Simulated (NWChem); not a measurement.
System: CH5FOSi; SMILES O[SiH2]CF

NWChem input:

```
start job
memory heap 200 mb stack 900 mb global 1100 mb
geometry units angstroms noautosym nocenter noautoz
  O     -0.964108     1.443803    -0.278191
  Si     0.477311     0.719598     0.135614
  C      0.508164    -1.102930    -0.404839
  F     -0.529866    -1.763524     0.283660
  H     -1.758491     1.045318     0.104994
  H      1.535892     1.479354    -0.575659
  H      0.716836     0.743421     1.605665
  H      1.456964    -1.600198    -0.158729
  H      0.335115    -1.228478    -1.481862
end
basis spherical
  O library def2-svp
  Si library def2-svp
  C library def2-svp
  F library def2-svp
  H library def2-svp
end
dft
  xc b3lyp
  iterations 150
end
cosmo
  do_cosmo_smd true
  solvent propanol
end
task dft energy
```

NWChem printed, in part:

```
             Northwest Computational Chemistry Package (NWChem) 7.3.0
             --------------------------------------------------------

                             Geometry "geometry" -> ""
                             -------------------------

 Output coordinates in angstroms (scale by  1.889725989 to convert to a.u.)

  No.       Tag          Charge          X              Y              Z
 ---- ---------------- ---------- -------------- -------------- --------------
    1 O                    8.0000    -0.96410800     1.44380300    -0.27819100
    2 Si                  14.0000     0.47731100     0.71959800     0.13561400
    3 C                    6.0000     0.50816400    -1.10293000    -0.40483900
    4 F                    9.0000    -0.52986600    -1.76352400     0.28366000
    5 H                    1.0000    -1.75849100     1.04531800     0.10499400
    6 H                    1.0000     1.53589200     1.47935400    -0.57565900
    7 H                    1.0000     0.71683600     0.74342100     1.60566500
    8 H                    1.0000     1.45696400    -1.60019800    -0.15872900
    9 H                    1.0000     0.33511500    -1.22847800    -1.48186200

 Effective nuclear repulsion energy (a.u.)     173.3148500867

                                 NWChem DFT Module
                                 -----------------

 Summary of "ao basis" -> "ao basis" (spherical)
 ------------------------------------------------------------------------------
       Tag                 Description            Shells   Functions and Types
 ---------------- ------------------------------  ------  ---------------------
 O                          def2-svp                 6       14   3s2p1d
 Si                         def2-svp                 8       18   4s3p1d
 C                          def2-svp                 6       14   3s2p1d
 F                          def2-svp                 6       14   3s2p1d
 H                          def2-svp                 3        5   2s1p

 in cosmo_initialize ...
 calling solv_data for solv:propanol

 solvent parameters
 solvname_short: propanol
 solvname_long:  1-propanol
 dielec:       20.5240
 dielecinf:     1.9182
 nonaqueous SMD model solvent descriptors
 dielec:       20.5240
 sola:          0.3700
 solb:          0.4800
 solc:          0.0000
 solg:         33.5700
 solh:          0.0000
 soln:          1.3850

[...]

                                COSMO-SMD solvation results
                                ---------------------------

             internal energy in gas <Psi(g)|H|Psi(g)> =      -505.457017853074
         internal energy in solvent <Psi(s)|H|Psi(s)> =      -505.455839924507
                               delta internal energy  =         0.001177928567 (    0.74 kcal/mol)
   total free energy in solvent <Psi(s)|H+V/2|Psi(s)> =      -505.467463432632
 polarization energy contribution <Psi(s)|V/2|Psi(s)> =        -0.011623508125 (   -7.29 kcal/mol)
    total free energy in solvent including G(SMD-CDS) =      -505.466175162183
                       G(SMD-CDS) energy contribution =         0.001288270449 (    0.81 kcal/mol)
     1 M fixed-concentration free energy of solvation =        -0.009157309109 (   -5.75 kcal/mol)

                       DFT Final Molecular Orbital Analysis
                       ------------------------------------

 Vector   19  Occ=2.000000D+00  E=-3.414381D-01
              MO Center= -3.6D-02, -1.1D+00, -1.8D-01, r^2= 2.5D+00
   Bfn.  Coefficient  Atom+Function         Bfn.  Coefficient  Atom+Function
  ----- ------------  ---------------      ----- ------------  ---------------
    52      0.390390  4 F  pz                55     -0.278420  4 F  pz
    50      0.272007  4 F  px                81     -0.272744  9 H  s
    38      0.238961  3 C  pz                76      0.222187  8 H  s
    53     -0.198419  4 F  px                36      0.170586  3 C  px
     5     -0.161679  1 O  py                82     -0.141935  9 H  s

 Vector   20  Occ=2.000000D+00  E=-3.231571D-01
              MO Center=  1.7D-01,  8.9D-01,  1.5D-01, r^2= 3.2D+00
   Bfn.  Coefficient  Atom+Function         Bfn.  Coefficient  Atom+Function
  ----- ------------  ---------------      ----- ------------  ---------------
     6      0.377591  1 O  pz                 9      0.274041  1 O  pz
    71     -0.263458  7 H  s                 66      0.250123  6 H  s
    72     -0.222116  7 H  s                 67      0.218710  6 H  s
    51     -0.172035  4 F  py                24     -0.158954  2 Si pz
    23      0.148402  2 Si py                54      0.129120  4 F  py

 Vector   21  Occ=2.000000D+00  E=-2.885621D-01
              MO Center=  6.2D-02, -1.9D-01, -4.8D-02, r^2= 3.2D+00
   Bfn.  Coefficient  Atom+Function         Bfn.  Coefficient  Atom+Function
  ----- ------------  ---------------      ----- ------------  ---------------
    37      0.336323  3 C  py                51      0.285049  4 F  py
     5      0.246290  1 O  py                54     -0.216864  4 F  py
    35      0.210503  3 C  s                  6      0.208968  1 O  pz
    23     -0.199543  2 Si py                 8      0.187049  1 O  py
    40      0.173958  3 C  py                 9      0.170343  1 O  pz

 Vector   22  Occ=0.000000D+00  E= 2.421692D-02
              MO Center=  1.2D-02,  4.8D-01,  1.6D-01, r^2= 4.0D+00
   Bfn.  Coefficient  Atom+Function         Bfn.  Coefficient  Atom+Function
  ----- ------------  ---------------      ----- ------------  ---------------
    25      0.854111  2 Si px                 3      0.709996  1 O  s
    62     -0.387570  5 H  s                 26     -0.342927  2 Si py
    67     -0.319984  6 H  s                 35     -0.264253  3 C  s
    49      0.219671  4 F  s                 41     -0.196414  3 C  pz
    22      0.191481  2 Si px                 8     -0.158515  1 O  py

[...]
```

Level: B3LYP/def2-SVP, SMD on the gas-phase geometry. Structure relaxed at the B3LYP/6-31G* (spherical d) level. Solvent: 1-propanol.
